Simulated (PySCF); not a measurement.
AlBGeH$_{2}$O, AlGeH$_{3}$N, CH$_{6}$GeN, AlClGeHN (calculated)

Calculation on a computer-drawn molecule: the log of a Hartree-Fock and frozen-core CCSD(T) single point meant for a local Hartree-Fock minimum, with one planted fault or none, to be diagnosed. Offsets are logged minus clean, where the clean run is the same molecule without the fault. The reference is restricted for singlets and unrestricted otherwise, and also for a bond in bohr or an excited solution. Adding or removing an electron swaps singlet and doublet. The excited solution moves the top pair (singlet) or top alpha electron (doublet) to the lowest empty orbital. Highest occupied and lowest empty are orbital energies over both spins, largest force is the largest gradient component, triples share is (T) over the correlation energy, the T1 limit is 0.02 restricted and 0.045 unrestricted, electrons count all cores, a negative frequency is imaginary (commonest isotopes), and the dipole is about the centre of nuclear charge; on germanium a core potential holds 10 electrons, which the energies leave out, and 3d is frozen in MP2 and coupled-cluster steps. Program: PySCF 2.14.0.

Common to all runs: meant multiplicity 1; meant basis and core potential on germanium cc-pVDZ-PP ECP10MDF; logged SCF converged yes; possible faults no fault, one electron removed, one electron added, multiplicity raised by two, geometry at a saddle point, SCF held on an excited solution, minimal basis STO-3G, one bond length entered in bohr, all coordinates scaled.

(1) AlBGeH$_{2}$O

Logged structure:
```xyz
6
AlBGeH2O
B     -0.4145     0.2487     1.2244
Ge     0.7231     1.5192     0.0802
Al     0.1667    -0.0925    -1.8227
O     -0.1243    -1.0301    -3.0544
H     -1.5914     0.4417     1.3643
H      0.0955    -0.6671     1.8101
```

```
meant charge                         : 0
meant basis                          : cc-pV(D+d)Z
logged electrons                     : 60
logged basis functions               : 84
logged spin squared                  : 0
logged highest occupied              : -9.7817 eV
logged lowest empty                  : -1.0879 eV
logged largest force                 : 1.609e-05 hartree/bohr
logged lowest frequency              : 90.357 cm⁻¹
logged T1 diagnostic                 : 0.034089
logged D1 diagnostic                 : 0.090918
logged triples share                 : 0.041986
logged CC converged                  : yes
logged dipole magnitude              : 6.9059 debye
logged SCF stable within its kind    : yes
logged energy HF                     : -635.94918 hartree
logged energy CCSD(T)                : -636.40986 hartree
planted fault                        : no fault
HF energy offset from clean run      : 0 kcal/mol
CCSD(T) energy offset from clean run : 0 kcal/mol
```

Drawn bonds:
```tsv
atom	other atom	order
1	2	1
2	3	1
3	4	2
1	5	1
1	6	1
```

Notes: T1 above single-reference limit.

(2) AlBGeH$_{2}$O

Structure as in entry 1.

```
meant charge                      : 0
meant basis                       : cc-pV(D+d)Z
logged electrons                  : 60
logged basis functions            : 84
logged spin squared               : 0
logged highest occupied           : -7.1568 eV
logged lowest empty               : -3.6445 eV
logged largest force              : 0.07895 hartree/bohr
logged CC converged               : no
logged dipole magnitude           : 7.3995 debye
logged SCF stable within its kind : no
logged energy HF                  : -635.75443 hartree
planted fault                     : SCF held on an excited solution
HF energy offset from clean run   : 122.2 kcal/mol
```

Drawn bonds:
```tsv
atom	other atom	order
1	2	1
2	3	1
3	4	2
1	5	1
1	6	1
```

Notes: CCSD not converged.

(3) AlGeH$_{3}$N

Logged structure:
```xyz
6
AlGeH3N
N      0.4847     1.6638    -1.4692
Ge    -0.4668     1.8224    -0.1088
Al    -1.6314    -0.2353     0.8414
H      0.5865     0.7561    -1.8978
H     -0.7257     3.0966     0.6527
H     -2.2890    -1.5574     1.3276
```

```
meant charge                         : 1
meant basis                          : cc-pV(D+d)Z
logged electrons                     : 55
logged basis functions               : 75
logged spin squared                  : 1.0691
logged highest occupied              : -6.3733 eV
logged lowest empty                  : 0.19404 eV
logged largest force                 : 0.049618 hartree/bohr
logged T1 diagnostic                 : 0.059086
logged D1 diagnostic                 : 0.23194
logged triples share                 : 0.039397
logged CC converged                  : yes
logged dipole magnitude              : 2.1795 debye
logged SCF stable within its kind    : yes
logged energy HF                     : -591.37393 hartree
logged energy CCSD(T)                : -591.72913 hartree
planted fault                        : one electron added
HF energy offset from clean run      : -140.3 kcal/mol
CCSD(T) energy offset from clean run : -138.3 kcal/mol
```

Drawn bonds:
```tsv
atom	other atom	order
1	2	2
2	3	1
1	4	1
2	5	1
3	6	1
```

Notes: T1 above single-reference limit.

(4) CH$_{6}$GeN

Logged structure:
```xyz
9
CH6GeN
C      0.2829    -2.5548     0.3329
N     -0.0529    -2.4687    -1.0984
Ge     0.0013    -1.0839    -2.1236
H      1.0975    -3.2621     0.4751
H     -0.5894    -2.8844     0.8937
H      0.5927    -1.5790     0.7009
H     -0.3487    -3.3414    -1.5038
H     -0.3973    -1.2692    -3.5623
H      0.4434     0.2185    -1.5140
```

```
meant charge                         : 1
meant basis                          : cc-pVDZ
logged electrons                     : 51
logged basis functions               : 81
logged spin squared                  : 0.767
logged highest occupied              : -5.8287 eV
logged lowest empty                  : 2.9659 eV
logged largest force                 : 0.050748 hartree/bohr
logged T1 diagnostic                 : 0.013552
logged D1 diagnostic                 : 0.063807
logged triples share                 : 0.026012
logged CC converged                  : yes
logged dipole magnitude              : 1.3079 debye
logged SCF stable within its kind    : yes
logged energy HF                     : -389.11722 hartree
logged energy CCSD(T)                : -389.57498 hartree
planted fault                        : one electron added
HF energy offset from clean run      : -118.5 kcal/mol
CCSD(T) energy offset from clean run : -121.7 kcal/mol
```

Drawn bonds:
```tsv
atom	other atom	order
1	2	1
2	3	1
1	4	1
1	5	1
1	6	1
2	7	1
3	8	1
3	9	1
```

(5) AlClGeHN

Logged structure:
```xyz
5
AlClGeHN
Cl     1.4413     2.2228    -1.2679
Al     1.5539     1.4572     0.6468
N      1.6498     0.8333     2.1414
Ge     1.8146    -0.0341     3.7131
H      1.3876     1.1647     4.6995
```

```
meant charge                      : 0
meant basis                       : cc-pV(D+d)Z
logged electrons                  : 70
logged basis functions            : 88
logged spin squared               : 0
logged highest occupied           : -4.4487 eV
logged lowest empty               : -3.0988 eV
logged largest force              : 0.21912 hartree/bohr
logged CC converged               : no
logged dipole magnitude           : 10.731 debye
logged SCF stable within its kind : no
logged energy HF                  : -1049.56242 hartree
planted fault                     : SCF held on an excited solution
HF energy offset from clean run   : 180.2 kcal/mol
```

Drawn bonds:
```tsv
atom	other atom	order
1	2	1
2	3	2
3	4	1
4	5	1
```

Notes: CCSD not converged.
